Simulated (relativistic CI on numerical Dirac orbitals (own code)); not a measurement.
Dy21+: q coefficients and field-shift factors

These numbers are calculated, not measured: Dirac-Coulomb-Breit CI, separate exchange-only KLI orbitals for each configuration, derivatives by finite differences, unscaled Slater integrals, QED left out (own radial code, finite nucleus).

Configurations in the expansion (outside the closed core [Ar] 3d10): 4s2.4p6.4d9, 4s2.4p5.4d10, 4s2.4p6.4d8.4f, 4s.4p6.4d10, 4s2.4p5.4d9.4f, 4s2.4p6.4d8.5s, 4s.4p6.4d9.4f, 4s2.4p6.4d8.5p. Levels of other configurations are missing.

With x = (α/α₀)² − 1 an excitation energy changes as ω = ω₀ + qx; K = 2q/ω₀ is the relative enhancement. Terms are leading LS components, so labels can repeat. The field-shift factor is F = δν/δ⟨r²⟩ for the transition from the lowest level.

Lowest level 4s2.4p6.4d9 2D_5/2.

```tsv
Level	ω₀ (cm⁻¹)	q (cm⁻¹)	K	F (GHz/fm²)
4s2.4p6.4d9 2D_3/2	66733	66990	2.01	1.23
4s2.4p5.4d10 2P°_3/2	1117758	81240	0.145	6.11
4s2.4p6.4d8.4f 4F°_5/2	1216693	-2328	-0.00383	10.7
4s2.4p6.4d8.4f 4F°_7/2	1218554	3100	0.00509	10.8
4s2.4p6.4d8.4f 4D°_3/2	1228068	-103.6	-0.000169	10.7
4s2.4p6.4d8.4f 4F°_9/2	1230270	12540	0.0204	11.1
4s2.4p6.4d8.4f 2F°_5/2	1237213	5300	0.00857	10.8
4s2.4p6.4d8.4f 2P°_1/2	1241410	20410	0.0329	10.2
4s2.4p6.4d8.4f 4I°_13/2	1245071	-1869	-0.003	10.9
4s2.4p6.4d8.4f 4I°_15/2	1245408	6283	0.0101	11.2
4s2.4p6.4d8.4f 4D°_7/2	1248707	14910	0.0239	11
4s2.4p6.4d8.4f 4H°_11/2	1251573	1049	0.00168	10.9
4s2.4p6.4d8.4f 4F°_3/2	1256296	22350	0.0356	11.3
```

At this charge energies of transitions that change n are usually good to better than 1 %, and those within a shell (Δn = 0) to a few per cent.
